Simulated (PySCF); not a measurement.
**Electronic structure of Sb⁺ (antimony, charge +1) at the UHF level**

Configuration: [Kr] 4d10 5s2 5p2, high-spin 3P determinant. Calculation: PySCF 2.14, in x2c-SVPall (6s5p3d, 36 functions); scalar relativity by spin-free X2C-1e.

| Property | Result |
| --- | --- |
| Total energy | -6476.940878 hartree |
| One-electron energy | -8883.6209 hartree |
| Hartree (Coulomb) energy | 2575.8838 hartree |
| Exchange energy | -169.2038 hartree |
| ⟨S²⟩ | 2.0087 |
| ⟨L²⟩ | 2.024 |
| Sum of ⟨r⟩ | 33.40 bohr |
| Sum of ⟨r²⟩ | 48.81 bohr² |
| Traceless quadrupole moment −½Σ⟨3z² − r²⟩ along its main axis | 3.36 e·bohr² |
| Langevin diamagnetic susceptibility | -38.7 ×10⁻⁶ cm³/mol |
| Time after the integrals | 0.1 s of wall time on 1 thread of Neoverse-V1 (shared host) |

| shell | electrons | mean orbital energy (eV) | spread (eV) | rms radius, mean of both spins (bohr) |
| --- | --- | --- | --- | --- |
| 1s α | 1 | -30647.3 | 0 | 0.0326 |
| 1s β | 1 | -30647.2 | 0 | 0.0326 |
| 2s α | 1 | -4764.2 | 0 | 0.133 |
| 2s β | 1 | -4764.1 | 0 | 0.133 |
| 2p α | 3 | -4274.8 | 0.031 | 0.118 |
| 2p β | 3 | -4274.7 | 0.080 | 0.118 |
| 3s α | 1 | -981.08 | 0 | 0.352 |
| 3s β | 1 | -980.97 | 0 | 0.352 |
| 3p α | 3 | -817.03 | 0.022 | 0.352 |
| 3p β | 3 | -816.86 | 0.229 | 0.352 |
| 3d α | 5 | -565.56 | 0.136 | 0.331 |
| 3d β | 5 | -565.49 | 0.202 | 0.331 |
| 4s α | 1 | -184.89 | 0 | 0.840 |
| 4s β | 1 | -184.56 | 0 | 0.840 |
| 4p α | 3 | -132.10 | 0.073 | 0.911 |
| 4p β | 3 | -131.72 | 0.579 | 0.911 |
| 4d α | 5 | -52.597 | 0.407 | 1.11 |
| 4d β | 5 | -52.293 | 0.676 | 1.11 |
| 5s α | 1 | -26.767 | 0 | 2.36 |
| 5s β | 1 | -22.434 | 0 | 2.36 |
| 5p α | 2 | -16.394 | 0 | 2.89 |

Densities and radii are taken from the X2C orbitals without a picture-change correction, which distorts them close to the nucleus.
